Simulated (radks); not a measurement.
The nuclear charge of the hafnium ion Hf2+ is varied continuously with 70 electrons held in [Xe] 4f14 5d2. Calculated with a radial shooting solver on a logarithmic mesh with Libxc functionals: scalar-relativistic Kohn-Sham, SCAN, spin-polarised, spherical densities, finite nucleus; open shells are filled with parallel spins first (spin-orbit coupling, left out, can overturn this in heavy ions); meta-GGA in the generalised Kohn-Sham scheme; Fermi nuclear charge, rms radius 5.347 fm. By the Hellmann-Feynman theorem dE/dZ = E(electron-nucleus)/Z, the electronic potential at the nucleus (averaged over a nucleus of fixed radius). The scalar-relativistic energy here is not variational (the density holds large components alone), so the two differ by a part that grows with Z.

Z      E (hartree)  E(electron-nucleus)/Z (hartree)  HOMO  e(HOMO) (eV)  <r> HOMO (bohr)
71.5   -14819.1042                         -510.633    5d       -11.896            2.295
71.75  -14948.0249                         -513.328    5d       -14.515            2.186
72     -15077.6317                         -516.023    5d       -17.297            2.095
72.25  -15207.9245                         -518.721    5d       -20.227            2.015
72.5   -15338.9046                         -521.420    5d       -23.298            1.946
72.75  -15470.5722                         -524.122    5d       -26.500            1.885
73     -15602.9286                         -526.826    5d       -29.827            1.830

The central difference of E at Z = 72 is -519.799 hartree, to compare with the third column; the second derivative is -11 hartree.
